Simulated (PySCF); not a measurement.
# Polarisability and C₆ of Ga⁻ (gallium, charge -1)

[Ar] 3d10 4s2 4p2, high-spin 3P determinant. Calculation: PySCF 2.14, in aug-cc-pVQZ-PP with ECP10MDF; scalar relativity through the core potential. Coupled (time-dependent) response in atomic units; α is the mean over directions.

```
 method  mean α (bohr³)         α xx, yy, zz  C₆ (like pair)   S(−4)
LC-wPBE           351.0  162.4, 445.4, 445.3            6352  116100
```

S(−4) is the Cauchy moment in α(ω) = α(0) + S(−4) ω² + …

Spin-orbit coupling is absent.

α(iu) at LC-wPBE:

```tsv
u (hartree)	α(iu) (bohr³)
0	351.0
0.0500	214.2
0.100	120.2
0.200	53.10
0.300	30.38
0.500	14.08
0.750	7.412
1.00	4.676
1.50	2.449
2.00	1.549
3.00	0.8020
5.00	0.3339
```

A single London oscillator, α(iu) = α/(1 + u²/ω²), gives C₆ = (3/4) ω α². Matching the computed C₆ needs ω = 4 × 6352 / (3 × 351.0²) = 0.0687 hartree.

For an ion, C₆ is the dispersion term alone; charge-induced terms of lower order in 1/R come first.

The components differ because the open shell of this determinant is not spherical; for a pure term their mean is the scalar polarisability.

Energies and moments cover only the electrons outside the core potential.
